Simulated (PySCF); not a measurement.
CH5AlO2, SMILES [CH3][Al]([OH])[OH]. Atoms are numbered in the order given.

```xyz
9

Al     0.0379     0.0358     0.0031
C     -1.4327    -1.2297    -0.1293
H     -1.1000    -2.1661    -0.6235
H     -2.2803    -0.8157    -0.7103
H     -1.8042    -1.5114     0.8775
O     -0.0926     1.5365    -0.8309
H      0.5788     2.2347    -0.8364
O      1.4066    -0.4070     0.9487
H      2.1975     0.1351     1.0856
```

Coordinates come from a PBE-D3(BJ)/def2-SVP optimisation. The isomer is the one that the SMILES or the coordinates give; other isomers of the formula were not compared. Other conformers were not sampled.

These are TDDFT-PBE0/def2-SVPD in PySCF values and carry that method's errors.

Vertical excitations. Gas-phase values at a fixed geometry.

```csv
state,energy (eV),λ (nm),f,main pairs
S1,6.91,179,0.000,HOMO−1→LUMO 97 %
S2,7.07,175,0.133,HOMO→LUMO 97 %
S3,7.19,172,0.057,HOMO−2→LUMO 93 %
S4,7.42,167,0.063,HOMO−3→LUMO 88 %
S5,7.82,159,0.081,HOMO→LUMO+1 90 %
S6,7.99,155,0.000,HOMO−2→LUMO+1 99 %
S7,8.26,150,0.061,HOMO−4→LUMO 82 %
S8,8.34,149,0.080,HOMO−1→LUMO+1 88 %
S9,8.56,145,0.007,HOMO→LUMO+2 95 %
S10,8.63,144,0.001,HOMO−1→LUMO+2 83 %
T1,6.51,191,0,HOMO→LUMO 91 %
T2,6.62,187,0,HOMO−1→LUMO 93 %
T3,6.81,182,0,HOMO−2→LUMO 93 %
T4,6.98,178,0,HOMO−3→LUMO 82 %
```
Triplets are in the Tamm–Dancoff approximation, which puts them higher than full response would, so one can lie above its singlet here.
